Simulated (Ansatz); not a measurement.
Reaction (ligand exchange at the Si–C bond): `CC1([SiH3])C[SiH2]1` + `S[SiH2]Cl` → `[SiH3]S[SiH2]Cl` + `CC1C[SiH2]1`

Program: Ansatz. Geometries: PBE0-D4/def2-TZVP. ΔE: electronic, gas phase. CCSD(T)/CBS is the MP2 limit (def2-TZVPP, def2-QZVPP) plus CCSD(T) − MP2 in def2-TZVPP, frozen cores. One conformer a species, not always the lowest.

| species | SCS-MP2/def2-TZVPP energy (Eh) |
| --- | --- |
| `CC1([SiH3])C[SiH2]1` | -698.09643 |
| `S[SiH2]Cl` | -1148.32284 |
| `[SiH3]S[SiH2]Cl` | -1438.58487 |
| `CC1C[SiH2]1` | -407.85403 |

Question: Work out ΔE.

Answer: ΔE = (-1438.58487) + (-407.85403) − (-698.09643) − (-1148.32284) = -0.01963 Eh = -51.5 kJ/mol. CCSD(T)/CBS gives -52.6 kJ/mol.

Largest T1 diagnostic among the species: 0.011.

In def2-TZVPP, CCSD(T) changes the Hartree–Fock value by +10.0 kJ/mol (the triples alone add +0.9 kJ/mol) and MP2 by +8.7 kJ/mol.
